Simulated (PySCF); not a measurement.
**BP86 on Mo⁺ (molybdenum, charge +1)**

Configuration: [Kr] 4d5, high-spin 6S determinant. Computed with PySCF 2.14 in cc-pVDZ-PP with ECP28MDF, with scalar relativity through the core potential.

- Total energy: -67.6746 hartree
- One-electron energy: -112.6218 hartree
- Hartree (Coulomb) energy: 52.7718 hartree
- Exchange-correlation energy: -7.8246 hartree
- ⟨S²⟩: 8.7502
- ⟨L²⟩: 0.000
- Sum of ⟨r⟩: 19.26 bohr
- Sum of ⟨r²⟩: 34.90 bohr²
- Time after the integrals: 0.34 s of wall time on 1 thread of Neoverse-V1 (shared host)

```
shell  electrons  mean orbital energy (eV)  rms radius, mean of both spins (bohr)
 4s α          1                   -72.323                                   1.19
 4s β          1                   -69.535                                   1.19
 4p α          3                   -46.433                                   1.34
 4p β          3                   -43.415                                   1.34
 4d α          5                   -11.455                                   2.07
```

Energies and moments cover only the electrons outside the core potential.
